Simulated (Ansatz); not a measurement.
Two isomers of CH7SbSi: A = `[CH3][SbH][SiH3]`, B = `[SiH3][CH2][SbH2]`.

Gas-phase electronic energies from Ansatz, PBE0-D4/def2-TZVP geometries. CCSD(T)/CBS adds triple-zeta CCSD(T) − MP2 to the extrapolated MP2 energy (def2 sets, frozen cores). Functionals use def2-TZVPP. B3LYP here is the variant with VWN-RPA as its local correlation; programs differ in this. def2 core potentials past Kr. For Sb outer-core shells are correlated without core-valence functions, which leaves a few kJ/mol of doubt a bond.

A:

```xyz
10

C     0.8308    1.5388    0.0237
Sb    1.2188   -0.4921    0.6796
Si   -0.8783   -1.4433   -0.4633
H    -0.2106    1.8111    0.1836
H     1.0717    1.6121   -1.0367
H     1.4789    2.2137    0.5819
H     0.3615   -0.3189    2.1512
H    -1.1692   -2.8091    0.0489
H    -0.6347   -1.5338   -1.9290
H    -2.0690   -0.5784   -0.2399
```

B:

```xyz
10

Si    0.9494    0.5456   -0.6248
C    -0.8674    0.1803   -0.4154
Sb   -1.3382   -1.0619    1.3007
H     1.2034    1.4024   -1.8189
H     1.7065   -0.7229   -0.7936
H     1.4667    1.2554    0.5749
H    -1.2675   -0.3387   -1.2903
H    -1.4425    1.1021   -0.2951
H    -0.3312   -0.1823    2.3695
H    -0.0792   -2.1800    0.9931
```

Which isomer does CCSD(T)/CBS put lower? Give the gap. (An estimate is asked.)

Ansatz gave: A, by 29.5 kJ/mol.

Give E(B) − E(A) in kJ/mol with LDA (SPW92), BLYP-D4, B3LYP, CCSD/def2-TZVPP, CCSD(T)/def2-TZVPP, B3LYP-D4, HF/def2-TZVPP. (Estimate.)

Computed: LDA (SPW92) 30.1, BLYP-D4 31.4, B3LYP 32.7, CCSD/def2-TZVPP 24.7, CCSD(T)/def2-TZVPP 24.9, B3LYP-D4 30.6, HF/def2-TZVPP 26.9. None reverses the order clearly.

Does the order hold for the free energy at 298.15 K (harmonic terms from PBE0-D4)? (Best estimate.)

Computed: Yes: G(B) − G(A) = +22.3 kJ/mol. Modes under 60 cm⁻¹, often nearly free rotors, make the harmonic entropy too high.

Largest T1 diagnostic: 0.013.

Leaving LDA and LC-ωPBE aside and taking each functional with its dispersion term where it has one, the values, not all of them listed here, spread over 13.1 kJ/mol, from B97M-V to PBE-D4. LDA lies −7.1 kJ/mol from PBE without D4. From BLYP to BHLYP (50 % exact exchange), in def2-TZVPP and without D4, E(B) − E(A) moves by −5.4 kJ/mol.
